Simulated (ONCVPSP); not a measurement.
tungsten, ONCV: configuration errors across variants

| Quantity | Value |
| --- | --- |
| Element | tungsten (W) |
| Generator | ONCVPSP 4.0.1 |
| Type | optimised norm-conserving Vanderbilt (ONCV) |
| Functional | revPBE |
| Relativity | scalar-relativistic |
| Frozen core | [Kr] 4d10 |
| Valence charge | 28 |
| Reference configuration | 4f14 5s2 5p6 5d4 6s2 |
| Partial waves | 5s+6s: rc 1.40 bohr, ncon 4, nbas 7, qcut 7.3 1/bohr, 2 projectors; 5p: rc 1.15 bohr, ncon 4, nbas 8, qcut 6.6 1/bohr, 2 projectors, debl 2.3 Ha; 5d: rc 2.00 bohr, ncon 4, nbas 9, qcut 7 1/bohr, 1 projector; 4f: rc 0.75 bohr, ncon 4, nbas 8, qcut 23.6 1/bohr, 2 projectors, debl 2.7 Ha |
| Local potential | polynomial inside 0.60 bohr (lpopt 5, dvloc0 6 Ha) |
| Core correction | Teter function, fcfact 5.25, rcfact 1.75 |

All-electron excitation energies from the reference (eV): (1) 4f14 5s2 5p6 5d4 6s1 8.805; (2) 4f14 5s2 5p6 5d4 6s0 24.349; (3) 4f14 5s2 5p6 5d3 6s0 49.628; (4) 4f14 5s2 5p6 5d4 6s0 6p1 14.239.

1 further variants failed, have other tests or too few solved ones, and are left out.

A true bound ghost makes a file unfit for plane-wave use even where its test errors are small: the radial tests pick states by their node count and pass the ghost by.

Errors AE − PS in meV (a dash: test not solved or not reliable):

```json
{"change": "base", "(1)": "-4.1", "(2)": "-12", "(3)": "+9.1", "(4)": "-7.3", "bound ghosts": "s, p", "GHOST(+) flags above zero": "d"}
{"change": "f: qcut 17.5", "(1)": "-4.0", "(2)": "-12", "(3)": "+9.3", "(4)": "-7.2", "bound ghosts": "s, p", "GHOST(+) flags above zero": "d"}
{"change": "f: qcut 20.7", "(1)": "-4.1", "(2)": "-12", "(3)": "+9.1", "(4)": "-7.3", "bound ghosts": "s, p", "GHOST(+) flags above zero": "d"}
{"change": "f: qcut 24.4", "(1)": "-4.1", "(2)": "-12", "(3)": "+9.1", "(4)": "-7.3", "bound ghosts": "s, p", "GHOST(+) flags above zero": "d"}
{"change": "f: qcut 27.5", "(1)": "-4.1", "(2)": "-12", "(3)": "+9.1", "(4)": "-7.3", "bound ghosts": "s, p", "GHOST(+) flags above zero": "d"}
{"change": "f: qcut 32.5", "(1)": "-4.1", "(2)": "-12", "(3)": "+9.1", "(4)": "-7.3", "bound ghosts": "s, p", "GHOST(+) flags above zero": "d"}
```

(1) Give the same row for: f: qcut 14.8.

## Answers

(1) -4.0, -12, +9.7, -7.1; bound ghosts: s, p; GHOST(+) flags above zero: d.
